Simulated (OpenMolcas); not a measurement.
An atom or ion with 66 electrons was computed by SS-CASPT2, IPEA 0.25 Eh, imaginary shift 0.1 Eh with spin-orbit coupling (OpenMolcas, ANO-RCC-VQZP, DKH2). The lowest levels that the run gave, each within 12 % of the measured value where one is at hand:

```json
{"J": "8", "Parity": "even", "E (cm-1)": "0.0", "g": "1.243"}
{"J": "7", "Parity": "even", "E (cm-1)": "4320", "g": "1.175"}
{"J": "6", "Parity": "even", "E (cm-1)": "7400", "g": "1.073"}
{"J": "5", "Parity": "even", "E (cm-1)": "9650", "g": "0.911"}
{"J": "4", "Parity": "even", "E (cm-1)": "11430", "g": "0.619"}
{"J": "5", "Parity": "even", "E (cm-1)": "14840", "g": "1.363"}
{"J": "2", "Parity": "even", "E (cm-1)": "16830", "g": "1.814"}
{"J": "4", "Parity": "even", "E (cm-1)": "17960", "g": "1.335"}
{"J": "8", "Parity": "even", "E (cm-1)": "19190", "g": "1.111"}
{"J": "3", "Parity": "even", "E (cm-1)": "19350", "g": "1.249"}
{"J": "2", "Parity": "even", "E (cm-1)": "19480", "g": "1.153"}
{"J": "1", "Parity": "even", "E (cm-1)": "20420", "g": "0.118"}
```

Question: Which ion is it, and what are the configurations and terms?

Answer: neutral dysprosium (Z = 66, neutral; active space 10 electrons in 7 orbitals (4f)). J, parity and g give the terms where levels are pure, and mixed ones are named by the computed weights; the size of the splittings, set against known spectra of the 66-electron sequence, gives the charge. In order, with the measured energies in cm-1 (NIST Handbook of Basic Atomic Spectroscopic Data): 4f10 6s2 5I8, 4f10 6s2 5I7 (4134), 4f10 6s2 5I6 (7051), 4f10 6s2 5I5 (9212), 4f10 6s2 5I4 (10925), 4f10 6s2 5F5, 4f10 6s2 5S2 [73 %], 4f10 6s2 5F4, 4f10 6s2 3K8, 4f10 6s2 5F3, 4f10 6s2 5F2 [63 %], 4f10 6s2 5F1.

CASPT2 breaks the degeneracy within a term, and the mean is taken; among the terms shown or strongly mixed into the levels shown the widest spread is 640 cm-1 (4f10 6s2 5I). High states are left out of the spin-orbit mixing, which shifts the levels that they would mix with. With the s shell closed, the reference lacks s² → p² mixing. Measured partners are found by configuration, term and J. A level has none where our copy of the source lacks it or the pairing is in doubt (some pairs that miss far off the trend of their configuration count as doubtful), and it then counts in no deviation. Levels of configurations outside the active space are missing.

A share in square brackets marks a mixed level and gives the weight of the term that names it.
